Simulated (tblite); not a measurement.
Record of a relaxation.

Species: C4H9ClOSi.
SMILES with atom numbers: `[Cl:1][C@H:2]1[CH2:3][O:4][CH2:5][CH2:6][SiH2:7]1` (hydrogens: H8 on C2; H9, H10 on C3; H11, H12 on C5; H13, H14 on C6; H15, H16 on Si7)

Computed with GFN2-xTB (tblite), gas phase: L-BFGS steps from a force-field or distance-geometry start until the largest atomic force falls under 0.01 eV/Å. 10 of its 31 geometries are shown.

Step 0: E = -639.1258 eV, largest atomic force 1.268 eV/Å
```
atom  x, y, z in Å  |  force x, y, z in eV/Å
Cl1    -3.055   -0.276    0.442   -0.188   0.179   0.024
C2     -1.484    0.153   -0.264    0.390   0.120   0.509
C3     -0.785    1.239    0.577    0.120   0.645  -0.656
O4      0.501    1.581    0.037   -0.263  -0.923   0.778
C5      1.494    0.570    0.314   -0.335   0.480  -0.802
C6      1.292   -0.655   -0.587    0.378  -0.091   0.008
Si7    -0.420   -1.393   -0.351    0.121  -1.221   0.318
H8     -1.641    0.520   -1.268   -0.295   0.353  -0.173
H9     -0.692    0.970    1.635    0.003  -0.283  -0.074
H10    -1.397    2.158    0.536    0.332  -0.126  -0.047
H11     2.466    1.019    0.081   -0.164   0.205   0.015
H12     1.491    0.312    1.375   -0.155  -0.107   0.069
H13     2.063   -1.403   -0.370   -0.029   0.249  -0.114
H14     1.388   -0.355   -1.637    0.222   0.047   0.259
H15    -0.442   -2.145    0.936   -0.117   0.249  -0.304
H16    -0.786   -2.288   -1.468   -0.022   0.223   0.190
```

Step 3: E = -639.2247 eV, largest atomic force 0.294 eV/Å
```
atom  x, y, z in Å  |  force x, y, z in eV/Å
Cl1    -3.063   -0.262    0.443    0.051   0.179  -0.002
C2     -1.466    0.153   -0.254   -0.023  -0.143  -0.105
C3     -0.780    1.249    0.567   -0.083  -0.175   0.068
O4      0.494    1.557    0.061    0.062   0.212  -0.110
C5      1.480    0.577    0.296    0.047  -0.138   0.089
C6      1.299   -0.661   -0.587   -0.009  -0.066  -0.004
Si7    -0.410   -1.437   -0.338    0.061   0.169  -0.059
H8     -1.656    0.534   -1.265   -0.069   0.037   0.182
H9     -0.695    0.956    1.623   -0.076  -0.161  -0.003
H10    -1.381    2.163    0.530    0.151   0.105  -0.084
H11     2.453    1.036    0.080   -0.214   0.174  -0.047
H12     1.483    0.307    1.366   -0.066  -0.103  -0.092
H13     2.071   -1.392   -0.375    0.230   0.057  -0.002
H14     1.402   -0.352   -1.627    0.128   0.017  -0.019
H15    -0.450   -2.139    0.931   -0.096  -0.123   0.249
H16    -0.790   -2.280   -1.462   -0.094  -0.041  -0.060
```

Step 7: E = -639.2582 eV, largest atomic force 0.120 eV/Å
```
atom  x, y, z in Å  |  force x, y, z in eV/Å
Cl1    -3.061   -0.229    0.447   -0.047   0.025   0.076
C2     -1.464    0.142   -0.257   -0.032   0.078   0.019
C3     -0.782    1.237    0.565    0.017   0.006   0.012
O4      0.492    1.558    0.064   -0.041  -0.113  -0.003
C5      1.474    0.571    0.292    0.009   0.027   0.001
C6      1.312   -0.669   -0.591    0.054   0.026  -0.017
Si7    -0.399   -1.446   -0.333   -0.016   0.001   0.023
H8     -1.673    0.547   -1.246    0.016  -0.030  -0.110
H9     -0.709    0.923    1.617   -0.024  -0.008  -0.003
H10    -1.350    2.173    0.516   -0.025  -0.068   0.024
H11     2.420    1.070    0.071    0.052   0.019   0.008
H12     1.469    0.286    1.355    0.009  -0.033   0.022
H13     2.111   -1.376   -0.377    0.064   0.047   0.019
H14     1.429   -0.351   -1.626    0.023  -0.039  -0.057
H15    -0.470   -2.148    0.955   -0.036   0.049  -0.071
H16    -0.806   -2.280   -1.465   -0.022   0.014   0.056
```

Step 10: E = -639.2630 eV, largest atomic force 0.081 eV/Å
```
atom  x, y, z in Å  |  force x, y, z in eV/Å
Cl1    -3.066   -0.219    0.457   -0.018   0.030   0.020
C2     -1.471    0.147   -0.258    0.018  -0.065  -0.044
C3     -0.782    1.234    0.566   -0.047  -0.028  -0.006
O4      0.488    1.549    0.061    0.014   0.019   0.019
C5      1.476    0.572    0.293    0.021  -0.048  -0.021
C6      1.322   -0.668   -0.594   -0.024  -0.025  -0.001
Si7    -0.400   -1.440   -0.332    0.058   0.015  -0.025
H8     -1.673    0.544   -1.255   -0.012  -0.017   0.018
H9     -0.715    0.917    1.619    0.007  -0.005  -0.021
H10    -1.350    2.166    0.518   -0.044   0.033   0.039
H11     2.421    1.077    0.072    0.012  -0.006   0.046
H12     1.469    0.278    1.356    0.026   0.022  -0.060
H13     2.127   -1.367   -0.374   -0.004   0.025  -0.003
H14     1.436   -0.356   -1.634    0.021  -0.025   0.028
H15    -0.478   -2.144    0.953   -0.020   0.047  -0.040
H16    -0.813   -2.279   -1.459   -0.009   0.027   0.051
```

Step 13: E = -639.2648 eV, largest atomic force 0.033 eV/Å
```
atom  x, y, z in Å  |  force x, y, z in eV/Å
Cl1    -3.068   -0.211    0.463    0.022   0.008  -0.018
C2     -1.473    0.144   -0.261   -0.009   0.003   0.013
C3     -0.785    1.231    0.565    0.009   0.008  -0.013
O4      0.488    1.546    0.062   -0.004   0.032   0.001
C5      1.478    0.569    0.291   -0.016   0.029  -0.005
C6      1.325   -0.669   -0.595    0.021   0.009  -0.001
Si7    -0.395   -1.438   -0.334   -0.005   0.008  -0.009
H8     -1.675    0.541   -1.258   -0.023  -0.013   0.013
H9     -0.717    0.912    1.617    0.000  -0.018  -0.012
H10    -1.353    2.166    0.522   -0.012  -0.018   0.017
H11     2.422    1.080    0.076    0.002  -0.017   0.011
H12     1.471    0.276    1.351    0.016  -0.005   0.000
H13     2.134   -1.362   -0.373    0.000  -0.028   0.006
H14     1.442   -0.361   -1.635    0.015  -0.003  -0.009
H15    -0.484   -2.138    0.949   -0.004   0.018   0.020
H16    -0.817   -2.277   -1.452   -0.012  -0.012  -0.014
```

Step 17: E = -639.2654 eV, largest atomic force 0.021 eV/Å
```
atom  x, y, z in Å  |  force x, y, z in eV/Å
Cl1    -3.067   -0.208    0.463   -0.007  -0.010   0.008
C2     -1.473    0.144   -0.261    0.008   0.002  -0.016
C3     -0.785    1.230    0.564    0.002  -0.004   0.007
O4      0.487    1.550    0.063    0.010  -0.009   0.001
C5      1.478    0.572    0.290    0.015  -0.014   0.003
C6      1.328   -0.668   -0.596   -0.014  -0.002  -0.003
Si7    -0.394   -1.436   -0.336   -0.003  -0.005  -0.003
H8     -1.680    0.538   -1.257   -0.007   0.008  -0.011
H9     -0.717    0.908    1.614    0.011  -0.013   0.004
H10    -1.357    2.163    0.526   -0.004   0.003   0.003
H11     2.424    1.079    0.079    0.004   0.015  -0.012
H12     1.474    0.275    1.350   -0.014   0.006   0.003
H13     2.135   -1.364   -0.371   -0.018   0.008   0.008
H14     1.447   -0.363   -1.637    0.015   0.000   0.002
H15    -0.486   -2.132    0.950    0.003   0.016   0.007
H16    -0.820   -2.278   -1.452   -0.001  -0.001  -0.002
```

Step 20: E = -639.2657 eV, largest atomic force 0.028 eV/Å
```
atom  x, y, z in Å  |  force x, y, z in eV/Å
Cl1    -3.067   -0.209    0.464    0.014  -0.006   0.000
C2     -1.472    0.145   -0.263   -0.023  -0.015  -0.007
C3     -0.785    1.230    0.564   -0.005  -0.016  -0.010
O4      0.488    1.550    0.063   -0.003   0.001   0.001
C5      1.479    0.572    0.290   -0.006  -0.001  -0.006
C6      1.328   -0.668   -0.597   -0.002  -0.001   0.004
Si7    -0.395   -1.436   -0.337   -0.002   0.019  -0.008
H8     -1.684    0.538   -1.259    0.009   0.015   0.001
H9     -0.715    0.903    1.613    0.007  -0.004   0.001
H10    -1.359    2.161    0.529    0.018  -0.001   0.006
H11     2.425    1.080    0.078   -0.012  -0.003  -0.003
H12     1.473    0.275    1.350    0.000   0.004  -0.005
H13     2.133   -1.365   -0.369   -0.006  -0.001   0.008
H14     1.452   -0.364   -1.637    0.001   0.000   0.010
H15    -0.487   -2.126    0.952    0.004   0.010   0.000
H16    -0.822   -2.279   -1.452    0.004   0.001   0.007
```

Step 23: E = -639.2659 eV, largest atomic force 0.024 eV/Å
```
atom  x, y, z in Å  |  force x, y, z in eV/Å
Cl1    -3.065   -0.211    0.465   -0.008  -0.008   0.001
C2     -1.475    0.145   -0.266    0.009   0.021   0.008
C3     -0.784    1.227    0.563    0.002   0.003   0.005
O4      0.488    1.550    0.064   -0.019  -0.006  -0.013
C5      1.479    0.572    0.289   -0.017   0.014   0.002
C6      1.327   -0.668   -0.597    0.010   0.001   0.005
Si7    -0.396   -1.434   -0.339   -0.001  -0.003   0.004
H8     -1.686    0.541   -1.261    0.002   0.011   0.001
H9     -0.712    0.898    1.611   -0.005  -0.007  -0.013
H10    -1.358    2.159    0.533    0.014  -0.008   0.004
H11     2.424    1.081    0.077   -0.007  -0.009   0.000
H12     1.472    0.277    1.349    0.011  -0.002  -0.002
H13     2.130   -1.366   -0.365    0.008  -0.013   0.009
H14     1.457   -0.365   -1.637   -0.007  -0.001  -0.003
H15    -0.486   -2.118    0.954    0.003   0.009  -0.013
H16    -0.823   -2.280   -1.452    0.004  -0.003   0.004
```

Step 27: E = -639.2661 eV, largest atomic force 0.018 eV/Å
```
atom  x, y, z in Å  |  force x, y, z in eV/Å
Cl1    -3.065   -0.213    0.465    0.001  -0.001  -0.010
C2     -1.476    0.146   -0.268   -0.007  -0.006  -0.001
C3     -0.784    1.226    0.563   -0.003   0.005   0.000
O4      0.486    1.550    0.061    0.007  -0.003  -0.004
C5      1.478    0.573    0.288    0.010  -0.010  -0.004
C6      1.328   -0.668   -0.597    0.000  -0.007   0.000
Si7    -0.396   -1.432   -0.341    0.001   0.006  -0.004
H8     -1.688    0.545   -1.261   -0.003   0.007   0.006
H9     -0.711    0.892    1.609    0.000  -0.004   0.006
H10    -1.356    2.158    0.537   -0.011   0.013   0.007
H11     2.423    1.081    0.075    0.003   0.006  -0.003
H12     1.473    0.277    1.348   -0.002   0.006   0.000
H13     2.128   -1.368   -0.361    0.003   0.003   0.000
H14     1.460   -0.366   -1.636   -0.001  -0.007   0.003
H15    -0.486   -2.111    0.954   -0.001  -0.005   0.004
H16    -0.823   -2.281   -1.450    0.003  -0.003  -0.001
```

Step 30: E = -639.2662 eV, largest atomic force 0.009 eV/Å
```
atom  x, y, z in Å  |  force x, y, z in eV/Å
Cl1    -3.065   -0.215    0.464   -0.001  -0.001  -0.007
C2     -1.476    0.147   -0.268   -0.004   0.001   0.000
C3     -0.785    1.226    0.564   -0.001  -0.004   0.000
O4      0.486    1.549    0.060   -0.003   0.001   0.008
C5      1.478    0.573    0.287   -0.001   0.005  -0.001
C6      1.329   -0.669   -0.596    0.001   0.000   0.001
Si7    -0.396   -1.431   -0.342   -0.005  -0.001   0.004
H8     -1.689    0.547   -1.261   -0.002   0.003  -0.001
H9     -0.710    0.889    1.609    0.003   0.009   0.000
H10    -1.357    2.159    0.540    0.004  -0.006   0.006
H11     2.423    1.082    0.074    0.002   0.001  -0.004
H12     1.474    0.279    1.348    0.000   0.003  -0.002
H13     2.128   -1.368   -0.359    0.004  -0.001  -0.002
H14     1.461   -0.367   -1.636    0.004  -0.007  -0.002
H15    -0.486   -2.109    0.954   -0.002  -0.003   0.000
H16    -0.822   -2.282   -1.450    0.002   0.000  -0.001
```

Question: Summarise the path.

Answer: The energy falls by 13.55 kJ/mol from step 0 to step 30; nine tenths of that is first reached at step 6. It falls at every step. The largest force goes from 1.268 to 0.009 eV/Å. Among the bonds C2–Si7 changes most, from 1.880 to 1.914 Å; the atoms move by 0.055 Å rms after alignment.

Question: Follow the three bonds and two angles with the largest change from start to end.

Answer: 
```csv
step,E above end (kJ/mol),largest force (eV/Å),C2–Si7 (Å),O4–C5 (Å),C3–O4 (Å),C2–C3–H9 (°),Si7–C2–H8 (°)
0,13.55,1.268,1.880,1.443,1.436,113.1,108.6
1,7.51,0.623,1.893,1.424,1.419,111.9,108.8
3,4.00,0.294,1.910,1.411,1.405,111.0,110.2
4,2.43,0.300,1.914,1.410,1.404,110.6,111.4
5,1.54,0.229,1.915,1.411,1.406,110.2,112.2
7,0.77,0.120,1.913,1.411,1.406,109.8,112.3
8,0.59,0.120,1.914,1.410,1.405,109.7,112.1
9,0.44,0.105,1.915,1.409,1.404,109.7,111.8
10,0.31,0.081,1.916,1.409,1.403,109.8,111.7
12,0.17,0.051,1.916,1.410,1.404,109.8,111.7
13,0.14,0.033,1.915,1.410,1.405,109.8,111.7
14,0.12,0.031,1.915,1.410,1.405,109.8,111.7
16,0.09,0.027,1.914,1.410,1.405,109.6,111.7
17,0.08,0.021,1.915,1.410,1.405,109.5,111.7
18,0.07,0.024,1.915,1.410,1.404,109.5,111.7
20,0.05,0.028,1.915,1.410,1.405,109.5,111.8
21,0.04,0.025,1.915,1.411,1.405,109.5,111.8
22,0.03,0.025,1.914,1.411,1.405,109.5,111.9
23,0.03,0.024,1.914,1.410,1.405,109.5,112.0
25,0.01,0.017,1.913,1.410,1.404,109.5,112.0
26,0.01,0.020,1.914,1.410,1.404,109.5,112.1
27,0.01,0.018,1.914,1.410,1.404,109.5,112.1
29,0.00,0.011,1.914,1.410,1.405,109.4,112.2
30,0.00,0.009,1.914,1.410,1.405,109.4,112.2
```

The cost below is that of the whole relaxation. The run took 0.33 s wall on an Arm Neoverse N1 with one thread, no GPU (shared host).
